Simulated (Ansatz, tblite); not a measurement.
Forces on the cluster Hf2S3 at its r2SCAN-D4/def2-SVP geometry. Total charge 0; singlet.

In the def2 sets Hf takes a core potential; there is no spin–orbit coupling. The xTB rows come from tblite. The restricted singlet is unstable towards broken spin symmetry in Hartree–Fock (as tested in another run); at PBE-D4/def2-TZVP this wasn't settled. No other spin state of charge 0 was run. Another isomer (singlet) lies 2.52 eV lower at PBE0-D4/def2-TZVP; other spin states weren't run for this one.

GFN1-xTB (tblite), largest force 2.10 eV/Å:

```xyz
5
positions Å, forces eV/Å
Hf   -1.469    0.481    0.762    0.636   -1.948    0.333
Hf    0.926   -1.355    0.522   -2.011    0.055    0.598
S    -1.146   -1.394   -0.751   -0.426   -0.568   -0.004
S    -0.815    2.411   -0.095    0.122    1.821   -0.380
S     2.504   -0.142   -0.438    1.679    0.640   -0.548
```

GFN2-xTB (tblite), largest force 1.79 eV/Å:

```
Hf -0.205 -1.125 1.006
Hf -0.918 -0.592 1.081
S -0.687 -0.796 -0.830
S 0.402 1.638 -0.572
S 1.408 0.875 -0.686
```

PBE-D4/def2-TZVP (Ansatz), largest force 0.05 eV/Å:

```
Hf -0.016 -0.013 0.022
Hf -0.029 -0.024 0.005
S 0.041 0.031 0.007
S 0.003 -0.002 -0.019
S 0.000 0.008 -0.015
```
